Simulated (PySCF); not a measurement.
# `Cl[Si@@H]1C[Si@H](Cl)[SiH2][SiH2]O1`, CH₈Cl₂OSi₄

Molfile (atoms numbered from 1):
```
CH8Cl2OSi4
     RDKit          3D

 16 16  0  0  0  0  0  0  0  0999 V2000
   -0.6537    2.3322    1.9108 Cl  0  0  0  0  0  0  0  0  0  0  0  0
   -0.7427    1.7803   -0.0203 Si  0  0  2  0  0  4  0  0  0  0  0  0
   -1.7565    0.1836   -0.2111 C   0  0  0  0  0  0  0  0  0  0  0  0
   -1.0022   -1.4174    0.5319 Si  0  0  2  0  0  4  0  0  0  0  0  0
   -1.2366   -1.3218    2.5506 Cl  0  0  0  0  0  0  0  0  0  0  0  0
    1.2586   -1.5611   -0.0474 Si  0  0  0  0  0  4  0  0  0  0  0  0
    2.0811    0.5375   -0.6027 Si  0  0  0  0  0  4  0  0  0  0  0  0
    0.7614    1.5150   -0.5481 O   0  0  0  0  0  0  0  0  0  0  0  0
   -1.2072    2.8951   -0.8308 H   0  0  0  0  0  0  0  0  0  0  0  0
   -2.7477    0.3453    0.2129 H   0  0  0  0  0  0  0  0  0  0  0  0
   -1.9109    0.0131   -1.2768 H   0  0  0  0  0  0  0  0  0  0  0  0
   -1.8936   -2.5097    0.1043 H   0  0  0  0  0  0  0  0  0  0  0  0
    2.0464   -2.1765    1.0345 H   0  0  0  0  0  0  0  0  0  0  0  0
    1.4063   -2.5138   -1.1641 H   0  0  0  0  0  0  0  0  0  0  0  0
    2.5513    0.7498   -1.9745 H   0  0  0  0  0  0  0  0  0  0  0  0
    3.0383    1.1573    0.3193 H   0  0  0  0  0  0  0  0  0  0  0  0
  1  2  1  0
  2  3  1  0
  3  4  1  0
  4  5  1  0
  4  6  1  0
  6  7  1  0
  7  8  1  0
  8  2  1  0
  2  9  1  6
  3 10  1  0
  3 11  1  0
  4 12  1  6
  6 13  1  0
  6 14  1  0
  7 15  1  0
  7 16  1  0
M  END
```

Computed with PySCF, TDDFT CAM-B3LYP/def2-SVPD circular dichroism and optical rotation, one conformer, gas phase. Geometry: GFN2-xTB.

**Question.** Draw the ECD and absorption spectra from the lowest 8 states, each a Gaussian of half-width 0.2 eV at 1/e height.

**Answer.** 
```
E (eV)  λ (nm)  Δε (L mol⁻¹ cm⁻¹)  ε (L mol⁻¹ cm⁻¹)
  5.48     226              -0.06              14.8
  5.63     220              -1.53               371
  5.78     215             -12.37              3070
  5.93     209             -33.01              8500
  6.08     204             -29.42              8000
  6.23     199              -8.88              2650
  6.38     194              -0.25              1000
  6.53     190              +6.33              3190
  6.68     186             +15.04              4780
  6.83     182             +15.33              2800
  6.98     178             +16.15              2150
  7.13     174             +18.39              3440
```
Δε uses R in velocity form, ε uses f in length form. Only the states computed contribute, so the short-wavelength end is incomplete.
